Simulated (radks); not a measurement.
Spherical quantum dot in the effective-mass picture: electrons in a hard-walled sphere of radius 5.55, with a point charge +2 (a donor) at the centre, all in effective atomic units (hartree* = m*/eps^2 hartree, bohr* = eps/m* bohr), one dielectric constant everywhere. Calculated with a radial shooting solver with Libxc functionals: non-relativistic Kohn-Sham, LDA (Slater exchange, Perdew-Wang correlation), spin-polarised, spherical densities. Levels are named by radial order and angular momentum (1s, 1p, 1d, 2s, ...), and open shells are averaged over m. Results are scaled to m* = 0.041 and eps = 5, for which hartree* = 44.63 meV and bohr* = 6.453 nm. Each electron was tried in the lowest free levels, single moves between levels near the top were tried too, and the lowest total energy was kept; such a search can miss a lower state. At N = 1 the Hartree and exchange-correlation terms need not cancel, so that row can carry a self-interaction error.

\begin{tabular}{lrrrrr}
N & open shells & 2S & E (meV) & addition energy mu(N+1) - mu(N) (meV) & rms radius (nm) \\ \hline
1 & 1s(up 1, down 0) & 1 & -86.6543 & 46.82 & 5.771 \\
2 & none & 0 & -126.484 & 51.52 & 7.296 \\
3 & 2s(up 1, down 0) & 1 & -114.796 & 10.92 & 14.14 \\
4 & 1p(up 1, down 0) 2s(up 1, down 0) & 2 & -92.1878 & 10.39 & 16.64 \\
5 & 1p(up 2, down 0) 2s(up 1, down 0) & 3 & -59.1854 & 10.41 & 18.21 \\
6 & 1p(up 3, down 0) 2s(up 1, down 0) & 4 & -15.7754 & 12.17 & 19.34 \\
7 & 1p(up 3, down 0) & 3 & 39.8030 & 11.07 & 20.25 \\
8 & 1p(up 3, down 1) & 2 & 106.452 & 9.758 & 20.94 \\
9 & 1p(up 3, down 2) & 1 & 182.860 & 9.834 & 21.51 \\
10 & none & 0 & 269.102 & 17.11 & 22.00 \\
11 & 1d(up 1, down 0) & 1 & 372.456 & 9.528 & 22.51 \\
12 & 1d(up 2, down 0) & 2 & 485.339 & 9.552 & 22.93 \\
13 & 1d(up 3, down 0) & 3 & 607.773 & 9.562 & 23.30 \\
14 & 1d(up 4, down 0) & 4 & 739.770 & 9.564 & 23.63 \\
15 & 1d(up 5, down 0) & 5 & 881.331 & 11.82 & 23.92 \\
16 & 1d(up 5, down 1) & 4 & 1034.72 & 9.365 & 24.17 \\
17 & 1d(up 5, down 2) & 3 & 1197.47 & 9.393 & 24.41 \\
18 & 1d(up 5, down 3) & 2 & 1369.61 & 9.409 & 24.62 \\
19 & 1d(up 5, down 4) & 1 & 1551.16 & 9.417 & 24.82 \\
20 & none & 0 & 1742.13 & 18.06 & 25.00 \\
21 & 1f(up 1, down 0) & 1 & 1951.16 & 9.286 & 25.19 \\
22 & 1f(up 2, down 0) & 2 & 2169.48 & 9.292 & 25.36 \\
23 & 1f(up 3, down 0) & 3 & 2397.09 & 9.296 & 25.52 \\
24 & 1f(up 4, down 0) & 4 & 2633.99 & 9.297 & 25.67 \\
25 & 1f(up 5, down 0) & 5 & 2880.19 & 9.296 & 25.81 \\
26 & 1f(up 6, down 0) & 6 & 3135.69 & 9.295 & 25.94 \\
27 & 1f(up 7, down 0) & 7 & 3400.48 & 11.52 & 26.06 \\
28 & 1f(up 7, down 1) & 6 & 3676.79 & 9.185 & 26.18 \\
29 & 1f(up 7, down 2) & 5 & 3962.28 & 9.193 & 26.28 \\
30 & 1f(up 7, down 3) & 4 & 4256.97 & 9.199 & 26.39 \\
31 & 1f(up 7, down 4) & 3 & 4560.86 & 9.203 & 26.49 \\
32 & 1f(up 7, down 5) & 2 & 4873.95 & 9.205 & 26.58 \\
33 & 1f(up 7, down 6) & 1 & 5196.24 & 9.205 & 26.67 \\
34 & none & 0 & 5527.74 & 19.40 & 26.75 \\
35 & 1g(up 1, down 0) & 1 & 5878.65 & 9.128 & 26.84 \\
36 & 1g(up 2, down 0) & 2 & 6238.67 & 9.129 & 26.93 \\
37 & 1g(up 3, down 0) & 3 & 6607.83 & 9.130 & 27.01 \\
38 & 1g(up 4, down 0) & 4 & 6986.12 & 9.130 & 27.09 \\
39 & 1g(up 5, down 0) & 5 & 7373.54 & 9.129 & 27.16 \\
40 & 1g(up 6, down 0) & 6 & 7770.09 & 9.128 & 27.23 \\
41 & 1g(up 7, down 0) & 7 & 8175.76 & 9.127 & 27.30 \\
42 & 1g(up 8, down 0) & 8 & 8590.56 & 9.125 & 27.37 \\
43 & 1g(up 9, down 0) & 9 & 9014.49 & - & 27.43 \\
\end{tabular}

All shells are closed at N = 2, 10, 20, 34 (there: 1s2 1p6 1d10 2s2 1f14); the second difference of the energy has clear peaks (12 % above both neighbours; the first and last values, which can be the largest, are not judged, and half-filled shells can peak too) at N = 10, 15, 20, 27, 34.
